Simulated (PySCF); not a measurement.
Species: C7H6NPS.
Numbering: `[CH3:1][S:2][c:3]1[cH:4][cH:5][cH:6][p:7][c:8]1[C:9]#[N:10]` (hydrogens: H11, H12, H13 on C1; H14 on C4; H15 on C5; H16 on C6)

The same species was optimised twice, with GFN2-xTB and with PBE0-D3(BJ)/def2-SVP (PySCF), and the same property calculations (PySCF, gas phase) were run on both structures.

```tsv
coordinate	GFN2-xTB	PBE0-D3(BJ)/def2-SVP	change
C1–S2 (Å)	1.818	1.798	-0.020
C8–C9 (Å)	1.410	1.429	+0.019
C3–C4 (Å)	1.388	1.402	+0.014
C9≡N10 (Å)	1.148	1.161	+0.013
C3–C8 (Å)	1.403	1.416	+0.013
C5–C6 (Å)	1.379	1.392	+0.013
S2–C3 (Å)	1.765	1.757	-0.008
C4–C5 (Å)	1.385	1.392	+0.007
C6–P7 (Å)	1.731	1.726	-0.005
P7–C8 (Å)	1.750	1.753	+0.003
C1–S2–C3 (°)	104.8	103.8	-1.0
C4–C3–C8 (°)	122.1	121.1	-1.0
S2–C3–C8 (°)	115.2	116.1	+0.9
C6–P7–C8 (°)	99.8	100.4	+0.6
C3–C8–C9 (°)	119.4	118.9	-0.5
C3–C4–C5 (°)	122.9	123.4	+0.5
C8–C9–N10 (°)	178.3	178.7	+0.4
C5–C6–P7 (°)	125.2	124.9	-0.3
C1–S2–C3–C4 (°)	2	0	-2
```

Rotational constants: A = 1410, B = 909.1, C = 554.8 MHz (GFN2-xTB) against A = 1388, B = 908.3, C = 551.0 MHz (PBE0-D3(BJ)/def2-SVP). Atoms that the bonding makes alike are paired by their places after alignment.

On the GFN2-xTB structure: HOMO (eV) -6.86 [PBE0/pcSseg-1]; LUMO (eV) -2.41 [PBE0/pcSseg-1]; dipole (D) 6.57 [PBE0/pcSseg-1]; GIAO shielding of C1 (ppm) 167.9 [PBE0/pcSseg-1]; GIAO shielding of S2 (ppm) 448.2 [PBE0/pcSseg-1]; GIAO shielding of C3 (ppm) 24.9 [PBE0/pcSseg-1]; GIAO shielding of C4 (ppm) 59.8 [PBE0/pcSseg-1]; GIAO shielding of C5 (ppm) 47.6 [PBE0/pcSseg-1]; GIAO shielding of C6 (ppm) 28.6 [PBE0/pcSseg-1]; GIAO shielding of P7 (ppm) 46.6 [PBE0/pcSseg-1]; GIAO shielding of C8 (ppm) 46.7 [PBE0/pcSseg-1].

Question: What do these properties become on the PBE0-D3(BJ)/def2-SVP structure?

Answer: 
| property | level | on GFN2-xTB | on PBE0-D3(BJ)/def2-SVP | change |
| --- | --- | --- | --- | --- |
| HOMO (eV) | PBE0/pcSseg-1 | -6.86 | -6.88 | -0.02 |
| LUMO (eV) | PBE0/pcSseg-1 | -2.41 | -2.40 | +0.01 |
| dipole (D) | PBE0/pcSseg-1 | 6.57 | 6.60 | +0.03 |
| energy, GFN2-xTB geometry as zero (kcal/mol) | PBE0/pcSseg-1 | 0.0 | -0.6 | -0.6 |
| GIAO shielding of C1 (ppm) | PBE0/pcSseg-1 | 167.9 | 167.1 | -0.8 |
| GIAO shielding of S2 (ppm) | PBE0/pcSseg-1 | 448.2 | 454.4 | +6.2 |
| GIAO shielding of C3 (ppm) | PBE0/pcSseg-1 | 24.9 | 22.3 | -2.6 |
| GIAO shielding of C4 (ppm) | PBE0/pcSseg-1 | 59.8 | 57.1 | -2.7 |
| GIAO shielding of C5 (ppm) | PBE0/pcSseg-1 | 47.6 | 45.0 | -2.6 |
| GIAO shielding of C6 (ppm) | PBE0/pcSseg-1 | 28.6 | 27.9 | -0.7 |
| GIAO shielding of P7 (ppm) | PBE0/pcSseg-1 | 46.6 | 48.9 | +2.3 |
| GIAO shielding of C8 (ppm) | PBE0/pcSseg-1 | 46.7 | 44.6 | -2.1 |

The heavy atoms differ by 0.023 Å rms after alignment. Among bonds between heavy atoms C1–S2 and C8–C9 change most and about equally (-0.020 to +0.019 Å). Changes are differences of the printed values. Neither structure is proved a minimum here.

Shape of the structure used: `[CH3:1][S:2][c:3]1[cH:4][cH:5][cH:6][p:7][c:8]1[C:9]#[N:10]`: C1–S2–C3–C4 0°.
